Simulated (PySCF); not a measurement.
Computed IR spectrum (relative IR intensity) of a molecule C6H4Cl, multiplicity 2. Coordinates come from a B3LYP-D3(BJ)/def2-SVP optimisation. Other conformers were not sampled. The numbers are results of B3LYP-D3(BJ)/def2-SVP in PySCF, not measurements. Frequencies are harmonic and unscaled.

ν (cm⁻¹): 415 (w), 424 (w), 617 (w), 670 (m), 704 (m), 765 (s), 859 (m), 901 (vw), 988 (m), 1053 (m), 1076 (m), 1103 (s), 1260 (w), 1329 (vw), 1433 (w), 1461 (vs), 1576 (m), 1643 (s), 3176 (w), 3192 (w) (against the strongest line: vs over 80 %, s over 45 %, m over 15 %, w over 4 %, vw less)

Which molecule gave these data?
A) Clc1c[c]ccc1
B) Clc1cc[c]cc1
C) Clc1[c]cccc1

A, Clc1c[c]ccc1
